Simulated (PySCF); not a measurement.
# A small calculation by hand: entropy of an ideal gas

CF2I, SMILES F[C](F)I (connectivity only; charge and spin as stated), charge +1, multiplicity 1.

Geometry optimised at B3LYP-D3(BJ)/def2-SVP. The spin state was assumed, not searched. The isomer is the one that the SMILES or the coordinates give; other isomers of the formula were not compared. The def2 effective core potentials stand for the cores of I; spin–orbit coupling is left out.

B3LYP-D3(BJ)/def2-SVP in PySCF gives the harmonic wavenumbers 307, 351, 568, 720, 1366, 1508 cm⁻¹ and the rotational temperatures 0.5702, 0.1035, 0.0876 K. The molar mass is 176.91 g/mol, the symmetry number 2, the spin multiplicity 1.

Problem. Work out the entropy at 298.15 K and 1 atm in the rigid-rotor, harmonic-oscillator model.

Solution. 
Translation (Sackur–Tetrode at 1 atm): S = R[1.5 ln M + 2.5 ln T − 1.16487] = 173.3 J/(mol K).
Rotation: q = (√π/σ) T^1.5/√(θA θB θC) = 63500, S = R[ln q + 3/2] = 104.4 J/(mol K).
Vibration: with u = 1.4388 ν/T, each mode gives R[u/(e^u − 1) − ln(1 − e^−u)]:
```tsv
ν (cm⁻¹)	modes	u	S (J/(mol K))
307	1	1.48	5.77
351	1	1.69	4.86
568	1	2.74	2.13
720	1	3.47	1.19
1366	1	6.59	0.09
1508	1	7.28	0.05
```
These are all the modes. Sum 14.1 J/(mol K).
Spin: R ln 1 = 0.0 J/(mol K).
Total 291.8 J/(mol K); the program's own thermochemistry gives 291.8. Translation makes up 59 % and vibration 5 %. Anharmonicity, hindered rotation and orbital degeneracy are left out.
